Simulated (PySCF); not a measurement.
**How methods differ on the ionisation energy of Mo²⁺**

Mo²⁺ [Kr] 4d4 (5D) → Mo³⁺ [Kr] 4d3 (4F), as a difference of total energies. All numbers are calculated (PySCF 2.14, scalar relativity through the core potential, in aug-cc-pVDZ-PP with ECP28MDF (5s5p4d2f, 54 functions)). Correlated levels: valence: 4s2 4p6 frozen. The calculations carry no spin-orbit coupling.

```csv
method,ionisation energy (eV)
UHF,26.088
LDA,27.539
PBE,27.319
MP2 (valence),26.497
SCS-MP2 (valence),26.225
```

Task: How much does correlation contribute at MP2 (valence)?

Result: 26.497 − (26.088) = 0.409 eV, measured against UHF.

The reference lies between the lowest fine-structure levels, while these numbers refer to the centres of the terms.

Errors of the correlated levels include the incompleteness of this basis and the frozen core.

For comparison: 27.13 ± 0.12 eV (semi-empirical (NIST evaluation); NIST Atomic Spectra Database, ionization energies).
